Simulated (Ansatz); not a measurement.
A nudged elastic band was laid between two geometries of CH6OSn (9 atoms, charge 0, multiplicity 1).

Level of theory: RKS B3LYP/def2-SVP (Ansatz).

```
movable images  : 9
climbing image  : yes
spring          : 5.0 eV/Å²
optimiser       : quadratic models (default)
start path      : through a guess of the saddle point
force threshold : 0.05 eV/Å
iteration limit : 60
end points      : relaxed
```

First end point:

```xyz
9
Properties=species:S:1:pos:R:3
Sn 0.360 0.072 0.085
C 1.022 0.003 2.149
H 0.150 0.055 2.816
H 1.572 -0.929 2.344
H 1.683 0.858 2.353
H 1.684 -0.127 -1.010
H -0.554 1.483 -0.266
O -0.974 -1.391 -0.249
H -0.566 -2.268 -0.236
```

Last end point:

```xyz
9
Properties=species:S:1:pos:R:3
Sn -1.149 0.079 -2.054
C 2.039 -0.349 2.266
H 1.285 -0.373 1.465
H 2.053 -1.314 2.794
H 1.799 0.452 2.981
H 3.032 -0.161 1.833
H -2.898 0.203 -1.590
O -0.537 -0.372 -0.183
H -1.247 -0.411 0.473
```

(1) What changes between the two ends?

(2) Give the energies along the band, and the barrier.

(3) What is the geometry of the highest image?

Results:

(1) Bonds broken: Sn1–C2, Sn1–H6. Bonds formed: C2–H6. CH6OSn becomes CH4 + H2OSn.

(2) The run converged. The highest image is number 3 of 0 to 10, 55.6 kcal/mol above the first end and 66.9 kcal/mol above the last; the last end lies 11.3 kcal/mol below the first. Neighbouring images differ by up to 2.7 eV, so the band resolves the path poorly. A vibrational analysis at the climbing image gives one clearly imaginary mode, 1079i cm⁻¹: a first-order saddle point. The orbitals stay closed-shell, which can raise the energy where a bond breaks towards radicals; this wasn't checked here.

```tsv
image	path coordinate (Å)	energy (kcal/mol)	Sn1–C2 (Å)	Sn1–H6 (Å)	C2–H6 (Å)
0	0.00	0.0	2.17	1.73	3.23
1	1.08	0.1	2.17	1.72	3.24
2	2.17	4.2	2.15	1.70	2.88
3	3.25	55.6	2.51	1.70	1.93
4	4.24	-5.7	3.05	2.29	1.13
5	5.22	-9.5	3.55	2.90	1.10
6	6.21	-10.4	3.86	3.48	1.10
7	7.19	-10.8	4.49	4.40	1.10
8	8.18	-11.1	4.93	5.02	1.10
9	9.16	-11.2	5.19	5.44	1.10
10	10.15	-11.3	5.39	5.71	1.10
```

(3) 
```xyz
9
Properties=species:S:1:pos:R:3
Sn 0.364 0.047 -0.489
C 1.159 -0.032 1.893
H 0.251 -0.479 2.324
H 2.029 -0.666 2.102
H 1.312 1.001 2.229
H 1.941 -0.115 0.132
H -0.657 1.343 0.003
O -0.670 -1.678 -0.448
H -1.350 -1.665 0.240
```

Time of the run: 10 min on 2 threads of Arm Neoverse V1 (shared host), peak memory 0.18 GiB.
